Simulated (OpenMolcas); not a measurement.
Au3+ among 6 point charges of -1.7 e arranged as a trigonal antiprism (D3d), 2.18 Å from the ion, with a polar angle of 52.6° against the regular 54.74°.
```
   0.0000    1.7306    1.3257  -1.70
  -1.4987   -0.8653    1.3257  -1.70
   1.4987   -0.8653    1.3257  -1.70
   0.0000   -1.7306   -1.3257  -1.70
   1.4987    0.8653   -1.3257  -1.70
  -1.4987    0.8653   -1.3257  -1.70
```

| Property | Result |
| --- | --- |
| Program | OpenMolcas 26.06 |
| Method | SS-CASPT2, IPEA 0.25 Eh, imaginary shift 0.1 Eh (closed shells correlated: 5s 5p) |
| Basis | ANO-RCC-VDZP [7s6p4d2f] |
| Scalar Hamiltonian | DKH2, point nucleus |
| Active space | 8 electrons in 5 orbitals (5d) |
| State averaging | 2S+1 = 3 even, 10 roots; 2S+1 = 1 even, 15 roots |
| Spin-orbit coupling | RASSI with atomic mean-field integrals over the reference wave functions |

**Question.** What is the spin-free ground state (labels of D3, the rotations of D3d)?

**Answer.** 3A2, 1-fold in its orbital part, 100 % from free-ion F terms; it has the highest spin that d8 allows.

**Question.** Where is the first state of the same spin?

**Answer.** 3E at 5510 cm-1 above the ground state.

**Question.** What are the lowest two levels with spin-orbit coupling?

**Answer.** A 1-fold level A1, then a 2-fold level E 270 cm-1 above it. Their leading multiplicities are 3 (97 %) and 3 (96 %).

**Question.** What is χT at 300 K, and how does it compare with the textbook value?

**Answer.** The lowest level has 2S+1 = 3, for which the spin-only value is χT = S(S+1) / 2 = 1.000 cm3 K/mol (g = 2). The computed 2.448 at 300 K differs by +1.448, through orbital momentum, spin-orbit coupling and any other state in reach.

Roots that are degenerate in the reference are averaged as groups; the widest CASPT2 spread within a group is 39 cm-1 (the 2-fold group of multiplicity 3 near 5510 cm-1 above the lowest state of its run). Shifts and gaps below about the spread of the groups concerned are not significant. Spin-orbit coupling mixes the spin-free states strongly: the lowest level takes only 62 % from its leading state, 3A2. Real 4d8 and 5d8 ions are as a rule square planar and diamagnetic. Free-ion shares, where given, are those of the reference states; single-state CASPT2 does not remix them. Point charges carry no covalency, so the field is a model and not that of real ligands. No measured value stands beside these numbers.
